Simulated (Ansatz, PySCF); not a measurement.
C$_{3}$H$_{10}$BNO$_{2}$, singlet, geometry from GFN2-xTB, atoms displaced at random by about 0.03 Å a coordinate. Base run: PBE0/STO-3G, gradient (PySCF).

PySCF was given this input:
```python
from pyscf import gto, scf, dft

mol = gto.Mole()
mol.atom = '''
    B     0.25046689    0.11141860   -0.15575353
    N    -1.14536187    0.11133336    0.01297205
    C    -1.99371580   -0.45325310    0.98788069
    H    -1.67891476    0.50612495   -0.76206477
    H    -2.43318247   -1.39379390    0.73787608
    H    -2.78291220    0.24318951    1.27194707
    H    -1.51966717   -0.60540282    2.00581390
    O     0.86788360    0.78149977   -1.18391735
    C     0.15302851    1.62315127   -2.07414875
    H    -0.45867916    2.37498218   -1.58260457
    H     0.83429174    2.12253812   -2.70584204
    H    -0.51889824    0.97659183   -2.71089313
    O     1.19407597   -0.56978555    0.57146466
    C     0.98572299   -1.48899051    1.56443454
    H     2.00603148   -2.03413788    1.77010872
    H     0.72361478   -0.97188474    2.55277761
    H     0.19296830   -2.24574242    1.41419093
'''
mol.basis = 'sto-3g'
mol.verbose = 4
mol.build()

mf = dft.RKS(mol)
mf.xc = 'pbe0'
mf.kernel()
g = mf.nuc_grad_method()
grad = g.kernel()
```

Programs used: Ansatz (a first-principles code), PySCF; a row that names a program was run with it.

The coordinate followed is z of atom 16.

Each row names what was changed in the base input (with any setting that the change needs).

```tsv
change	dE/dx (Eh/bohr)	net force (Eh/bohr)
base	0.016227	0.000099
conv_tol = 1e-11	0.016227	0.000099
finite difference step (bohr) = 1e-4; conv_tol = 1e-11	0.016222	-
grids.level = 5; grid_response = off	0.016227	0.000004
grids.level = 0; grid_response = on	0.015641	0.000000
finite difference step (bohr) = 0.05; conv_tol = 1e-11	0.015997	-
grid_response = on	0.016222	0.000000
grids.level = 5; grid_response = on	0.016227	0.000000
density fitting = on; auxbasis_response = off	0.016158	0.006556
grids.level = 0; grid_response = off	0.016501	0.010023
finite difference step (bohr) = 0.2; conv_tol = 1e-11	0.012614	-
code = ansatz	0.016226	0.000000
```

The net force is zero for an exact gradient.
